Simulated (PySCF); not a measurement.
**Stretching HoB**

Set-up: PySCF, spin-free X2C with a Gaussian nucleus, basis sets Ho x2c-TZVPall, B x2c-TZVPall. Energies in eV from Ho (4f11 6s2) + B in their ground configurations at the same level. State: septet, about 11.0 electrons in the 4f shell (Mulliken), real f orbitals that mix terms.

| R (Å) | B2PLYP | PBE0 |
| --- | --- | --- |
| 2.011 | -0.2047 | -0.658 |
| 2.104 | -0.4231 | -0.926 |
| 2.198 | -0.5588 | -1.085 |
| 2.268 | -0.6117 | -1.144 |
| 2.338 | -0.6280 | -1.162 |
| 2.408 | -0.6133 | -1.145 |
| 2.502 | -0.5548 | -1.080 |
| 2.619 | -0.4355 | -0.950 |
| 2.759 | -0.2491 | -0.749 |
| 2.946 | 0.0358 | -0.446 |

Put a parabola through the three lowest points of the B2PLYP curve and estimate Re, k and ωe (reduced mass 10.32 u; 1 eV/Å² = 0.16022 mdyn/Å; ωe = 1302.8·√(k/μ) cm⁻¹).

Through R = 2.268, 2.338, 2.408 Å the second-order coefficient is 3.16 eV/Å², so Re ≈ 2.340 Å, k ≈ 1.01 mdyn/Å and ωe ≈ 408 cm⁻¹. A polynomial fit of higher order to the unrounded B2PLYP energies gives Re = 2.338 Å, k = 1.01 mdyn/Å, ωe = 408 cm⁻¹; anharmonicity and rounding make the difference.

The higher-order fit for each curve: B2PLYP: Re = 2.338 Å, ωe = 408 cm⁻¹, De = 0.63 eV; PBE0: Re = 2.336 Å, ωe = 431 cm⁻¹, De = 1.16 eV.

Correlated steps freeze 19 core orbitals. Spin–orbit coupling is left out, which matters for elements this heavy, above all for dissociation energies. B2PLYP dipoles, levels and charges come from its SCF part alone. The state is the lowest single determinant that the PBE0 search found; with open d or f shells the true ground state can be another one.
